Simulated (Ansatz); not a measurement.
Reaction (SMILES): CC1CCCC1 -> CC1[CH]CCC1 + H atom (the C-H bond at the site shown breaks; other sites are not compared here)
Each molecule is optimised on its own at B3LYP-D3(BJ)/def2-TZVP (Ansatz, an electronic-structure program), one conformer each, not searched for the lowest. Frequencies are from Ansatz.

Wanted: bond dissociation energy (enthalpy at 298 K, with B3LYP-D3(BJ) rigid-rotor harmonic-oscillator terms), in eV. Cores are frozen in the correlated levels unless marked. UHF or UKS for open shells. No spin-orbit coupling. No relativistic terms. CBS(X,Y): correlation extrapolated as X^-3; Hartree-Fock from the larger set. [CCSD(T)-MP2]/basis is that difference in the basis named.

```
level                                                     program  bond dissociation energy (eV)  minus last row
-------------------------------------------------  --------------  -----------------------------  --------------
BLYP/def2-TZVPD                                            Ansatz                           3.94           -0.28
PBE0/def2-SVP                                              Ansatz                           3.97           -0.25
BHLYP-D3(BJ)/def2-TZVPD                            Ansatz + dftd3                           4.02           -0.20
BHLYP-D4/def2-TZVPD                                Ansatz + dftd4                           4.02           -0.20
CAM-B3LYP-D3(BJ)/def2-TZVPD                        Ansatz + dftd3                           4.08           -0.14
B2GP-PLYP-D4/def2-TZVPD                            Ansatz + dftd4                           4.07           -0.15
RI-MP2/cc-pVQZ                                             Ansatz                           4.19           -0.03
CCSD/6-31G*                                                Ansatz                           3.83           -0.39
CCSD(T)/6-31G                                              Ansatz                           3.74           -0.48
RI-MP2/CBS(cc-pVTZ,cc-pVQZ)+[CCSD(T)-MP2]/cc-pVTZ          Ansatz                           4.22            0.00
```
